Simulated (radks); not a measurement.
Task: The mean radii <r> (bohr) of the occupied orbitals of an atom or ion are listed with their occupations. All-electron calculation, non-relativistic Kohn-Sham, PBE, spin-polarised, spherical densities, point nucleus. Program: a radial shooting solver on a logarithmic mesh with Libxc functionals.

orbital  occ.      <r>
1s          2  0.02333
2s          2  0.09929
2p          6  0.08418
3s          2   0.2552
3p          6   0.2450
3d         10   0.2172
4s          2   0.5509
4p          6   0.5570
4d         10   0.5664

Name the element and its charge. Open shells, if any, are filled with parallel spins first.

Result: Z = 65, terbium, charge +19: Tb19+ in [Kr] 4d10. The 1s radius gives Z: for a bare nucleus <r> = 1.5/Z, 0.02308 bohr for Z = 65, and screening makes it slightly larger (0.02333 here). The occupations add up to 46, and the charge is Z minus that.
